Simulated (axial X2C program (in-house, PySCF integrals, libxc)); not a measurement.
PdH: bond constants with and without spin–orbit coupling

All values were computed with an axial X2C code built on PySCF integrals. Spin-free means the one-electron spin-free X2C Hamiltonian; two-component (2c) means X2C with spin–orbit coupling and atomic mean-field two-electron Coulomb and Gaunt terms, so the difference of the two also holds small scalar two-electron terms. Basis: Pd dyall-cv3z [12s12p8d5f3g], H dyall-v3z [6s2p1d] (cores contracted in-house); Gaussian nuclei, density fitting, unrestricted open shells. Masses: Pd 105.903 u, H 1.008 u.

Input:
```json
{
 "zs": [
  46,
  1
 ],
 "q": 0,
 "bas": [
  "dyall-cv3z",
  "dyall-v3z"
 ],
 "levels": [
  "PBE0",
  "HF",
  "TPSS"
 ],
 "cc": true,
 "r0": 1.52,
 "thr": -2.0,
 "nmax": 90,
 "npts": 10,
 "nst": 2,
 "ntry": 6
}
```
```bash
python so2c.py task.json out
```

Keys: zs atomic numbers; q charge; bas basis sets; levels methods; cc coupled cluster on or off; r0 starting distance in Å; thr threshold in hartree for freezing inner shells (an s shell follows its p shell); nmax most natural virtual spinors; npts points on the curve; nst determinants followed; ntry starts of the search. HF also brings MP2.

State, spin-free: M_S = 1/2, Λ = 0 (beyond evenly filled blocks: σα); electrons by block: σα: 10, σβ: 9, π+α: 5, π+β: 5, π-α: 5, π-β: 5, δ+α: 2, δ+β: 2, δ-α: 2, δ-β: 2. Fragments: Pd + H.

State, 2c: Ω = 1/2 (⟨Sz⟩ = 0.49, ⟨Lz⟩ = 0.01 at PBE0); electrons by block: 1/2: 15, -1/2: 14, 3/2: 7, -3/2: 7, 5/2: 2, -5/2: 2. Fragments: Pd + H.

```json
{"Hamiltonian": "spin-free", "level": "PBE0", "Re (Å)": "1.533", "ωe (cm⁻¹)": "2022.9", "ωexe (cm⁻¹)": "36.7", "Be (cm⁻¹)": "7.186", "De (eV)": "2.41", "D0 (eV)": "2.29", "k (mdyn/Å)": "2.41", "μ (D)": "-2.07"}
{"Hamiltonian": "spin-free", "level": "HF", "Re (Å)": "1.633", "ωe (cm⁻¹)": "1664.0", "ωexe (cm⁻¹)": "22.6", "Be (cm⁻¹)": "6.335", "De (eV)": "n/a", "D0 (eV)": "n/a", "k (mdyn/Å)": "1.63", "μ (D)": "-3.75"}
{"Hamiltonian": "spin-free", "level": "MP2", "Re (Å)": "1.460", "ωe (cm⁻¹)": "2242.3", "ωexe (cm⁻¹)": "47.4", "Be (cm⁻¹)": "7.917", "De (eV)": "1.82", "D0 (eV)": "1.68", "k (mdyn/Å)": "2.96", "μ (D)": "n/a"}
{"Hamiltonian": "spin-free", "level": "CCSD", "Re (Å)": "1.529", "ωe (cm⁻¹)": "2025.0", "ωexe (cm⁻¹)": "35.9", "Be (cm⁻¹)": "7.225", "De (eV)": "2.34", "D0 (eV)": "2.22", "k (mdyn/Å)": "2.41", "μ (D)": "n/a"}
{"Hamiltonian": "spin-free", "level": "CCSD(T)", "Re (Å)": "1.522", "ωe (cm⁻¹)": "2053.1", "ωexe (cm⁻¹)": "38.3", "Be (cm⁻¹)": "7.291", "De (eV)": "2.32", "D0 (eV)": "2.20", "k (mdyn/Å)": "2.48", "μ (D)": "n/a"}
{"Hamiltonian": "spin-free", "level": "TPSS", "Re (Å)": "1.544", "ωe (cm⁻¹)": "2012.3", "ωexe (cm⁻¹)": "38.5", "Be (cm⁻¹)": "7.08", "De (eV)": "2.70", "D0 (eV)": "2.58", "k (mdyn/Å)": "2.38", "μ (D)": "-1.92"}
{"Hamiltonian": "2c", "level": "PBE0", "Re (Å)": "1.534", "ωe (cm⁻¹)": "2014.5", "ωexe (cm⁻¹)": "36.6", "Be (cm⁻¹)": "7.172", "De (eV)": "2.42", "D0 (eV)": "2.30", "k (mdyn/Å)": "2.39", "μ (D)": "-2.08"}
{"Hamiltonian": "2c", "level": "HF", "Re (Å)": "1.642", "ωe (cm⁻¹)": "1631.2", "ωexe (cm⁻¹)": "21.9", "Be (cm⁻¹)": "6.26", "De (eV)": "n/a", "D0 (eV)": "n/a", "k (mdyn/Å)": "1.57", "μ (D)": "-3.82"}
{"Hamiltonian": "2c", "level": "MP2", "Re (Å)": "1.462", "ωe (cm⁻¹)": "2206.6", "ωexe (cm⁻¹)": "48.9", "Be (cm⁻¹)": "7.897", "De (eV)": "1.82", "D0 (eV)": "1.68", "k (mdyn/Å)": "2.86", "μ (D)": "n/a"}
{"Hamiltonian": "2c", "level": "CCSD", "Re (Å)": "1.531", "ωe (cm⁻¹)": "2004.5", "ωexe (cm⁻¹)": "36.4", "Be (cm⁻¹)": "7.202", "De (eV)": "2.35", "D0 (eV)": "2.23", "k (mdyn/Å)": "2.36", "μ (D)": "n/a"}
{"Hamiltonian": "2c", "level": "CCSD(T)", "Re (Å)": "1.524", "ωe (cm⁻¹)": "2035.0", "ωexe (cm⁻¹)": "38.5", "Be (cm⁻¹)": "7.273", "De (eV)": "2.33", "D0 (eV)": "2.20", "k (mdyn/Å)": "2.44", "μ (D)": "n/a"}
{"Hamiltonian": "2c", "level": "TPSS", "Re (Å)": "1.545", "ωe (cm⁻¹)": "2007.4", "ωexe (cm⁻¹)": "38.4", "Be (cm⁻¹)": "7.071", "De (eV)": "2.71", "D0 (eV)": "2.58", "k (mdyn/Å)": "2.37", "μ (D)": "-1.92"}
```

Correlated methods: 11 electrons correlated (number of frozen shells: Pd 4 s, 3 p, 1 d; H none), 221 virtual spin orbitals or spinors in MP2, 90 natural virtuals in coupled cluster.

Dipoles are positive if H is the positive end.

The state is a single determinant with fixed occupations, the lowest that a limited PBE0 search found. Dissociation energies refer to the lowest single-determinant-based atoms at the same level and basis. De is not given where an atomic determinant may have missed its ground term or J level, or where the truncated virtual space spoils (T). Density functionals use the spin component along the axis (collinear). CCSD and (T) use frozen natural virtuals with an MP2 correction for the truncation; (T) itself is uncorrected, so its De runs slightly low. The T1 diagnostic is large, a sign of multireference character.

Rough cost a point (2c) on 1 thread(s) of a shared host, integrals apart: PBE0 0.7 s, HF 0.4 s, CCSD(T) 8 s, TPSS 0.8 s.

The whole task took 3.1 min on 1 thread of INTEL(R) XEON(R) PLATINUM 8581C CPU @ 2.30GHz (Emerald Rapids), on a shared host.
